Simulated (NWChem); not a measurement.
Molecule: CH4GeO, singlet; SMILES C[O][GeH]

Program: NWChem. Low-valent species are run as closed-shell singlets; no triplet was tried in these runs. Structure relaxed at the PBE0/def2-SVP level. One conformer.

Diagonal of the polarisability tensor at CAM-B3LYP/def2-SVPD, static: 50.74, 61.66, 41.46 bohr³.

Task: Find the mean polarisability volume, the molar refraction, and the refractive index that an ideal gas of it would have at 273.15 K and 1 atm.

Result: 
1. Mean: one third of the trace = 51.29 bohr³ × 0.14818 Å³/bohr³ = 7.60 Å³.
2. Molar refraction (Lorentz-Lorenz): (4π/3) N_A α = 19.2 cm³/mol.
3. Number density p/kT = 2.687 × 10⁻⁵ Å⁻³; n − 1 = 2π N α = 12.83 × 10⁻⁴.
4. These hold the electronic response alone: vibrational and orientational terms add to the static dielectric constant.
